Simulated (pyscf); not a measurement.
•H₂C–CH₂–SiH₃, doublet

Gas-phase minimum from PySCF at ωB97X-D3(BJ)/def2-SVP, one conformer. •H₂C–CH₂–SiH₃ lies 20.0 kcal/mol over its isomer H₃C–SiH•–CH₃, and others may lie lower still (electronic energy, ωB97M-D3(BJ)). 

```
C
H 1 1.1040
H 1 1.1040 2 107.57
C 1 1.4847 2 111.94 3 123.38
H 4 1.0937 1 120.68 2 34.60
H 4 1.0937 5 117.90 1 -170.03
Si 1 1.9020 2 107.39 3 -115.33
H 7 1.4923 1 109.78 2 177.97
H 7 1.4923 8 108.85 1 -120.18
H 7 1.4956 8 108.74 9 -118.31
```
Charge 0, spin multiplicity 2.

Properties at ωB97X-D3(BJ)/def2-SVP:

* **Harmonic wavenumbers, unscaled**: 174, 194, 216, 474, 521, 600, 726, 764, 945, 962, 964, 966, 1096, 1162, 1238, 1424, 1465, 2237, 2255, 2255, 3065, 3132, 3173, 3289 cm⁻¹
* **Zero-point energy**: 47.6 kcal/mol
* **Rotational symmetry number**: 1
* **Entropy of this conformer at 298 K and 1 atm, rigid rotor and harmonic oscillator, modes under 100 cm⁻¹ raised to 100**: 304.7 J/(mol K)
* **Dipole moment**: 0.44 D
* **Spin expectation value S2**: 0.754

Single-point totals, which compare only within one level (frozen core for MP2 and CC):

```
level                   total energy (hartree)
----------------------  ----------------------
ωB97X-D3(BJ)/def2-TZVP              -369.96221
PBE/def2-TZVP                       -369.61164
r²SCAN/def2-TZVP                    -369.80822
B3LYP-D3(BJ)/def2-TZVP              -369.92831
PBE0-D3(BJ)/def2-TZVP               -369.66585
M06-2X/def2-TZVP                    -369.81264
ωB97M-D3(BJ)/def2-TZVP              -369.94328
UHF/def2-TZVPP                      -368.73541
MP2/def2-TZVPP                      -369.18932
CCSD/def2-TZVPP                     -369.23985
CCSD(T)/def2-TZVPP                  -369.25767
```

Soft torsions are taken as harmonic, which can shift the entropy by several J/(mol K). The CCSD(T) − MP2 part came from Ansatz, without density fitting, on the same reference.
